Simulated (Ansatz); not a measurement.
Cost and result up the ladder for B₇H₁₃ (20 atoms). Total charge 0; singlet. Geometry: B3LYP-D4/def2-SVP.

```xyz
20

B     0.138   -0.133   -1.529
B     0.362   -0.768    1.744
B    -1.837   -0.147   -0.073
B     1.477   -0.465   -0.547
B     1.273    1.160   -1.549
B    -1.051    0.366    1.490
B    -0.160   -0.313    0.185
H    -0.878    1.535    1.689
H     2.322    0.121    0.075
H     1.917    1.312   -2.557
H    -2.072   -1.331   -0.200
H    -0.073    1.087   -1.910
H     1.247   -0.342    2.426
H    -0.820   -0.386    2.497
H     1.751   -1.590   -0.882
H     1.225    2.053   -0.741
H    -2.474    0.656   -0.694
H    -0.238   -0.919   -2.348
H     0.173   -1.962    1.659
H    -2.282    0.064    1.266
```

Ansatz on 4 threads of Arm Neoverse V1 on a shared host. Times are rough, and most runs start from the orbitals of an earlier one. PBE0-D4/def2-TZVP serves as the yardstick here, not as an exact answer. Differences are given only for rows in sets of like size (and for xTB, whose basis is part of the method), since another set adds its own error. Binding counts from free atoms at the same level (B doublet, H doublet; other spins of the atoms weren't run), without zero-point energy or a counterpoise term.

LC-ωPBE has ω = 0.4 bohr⁻¹. Correlated methods freeze 7 core orbitals. The rows differ in basis, and correlated rows in double-zeta sets carry the largest basis error. Another isomer (singlet) lies 1.46 eV lower at PBE0-D4/def2-TZVP; other spin states weren't run for this one.

Correlated methods converge slowly with the basis, most of all in double-zeta sets.

```csv
level,functions,wall time,binding energy per atom (eV),difference from PBE0-D4/def2-TZVP (eV)
PBE-D4/def2-SVP,163,1.9 s,3.68,–
PBE0-D4/def2-SVP,163,2.5 s,3.67,–
PBE-D4/def2-TZVP (with forces),295,5 s,3.66,0.03
LC-ωPBE/def2-TZVP,295,5.5 s,3.60,-0.04
BHLYP-D4/def2-TZVP,295,6 s,3.53,-0.10
PBE0-D4/def2-TZVP,295,6.5 s,3.63,0.00
MP2/def2-TZVP,295,6.5 s,3.48,-0.15
r2SCAN-D4/def2-TZVP,295,7.5 s,3.65,0.02
B97M-V/def2-TZVP,295,17 s,3.63,0.00
CCSD(T)/def2-SVP,163,40 s,3.43,–
```
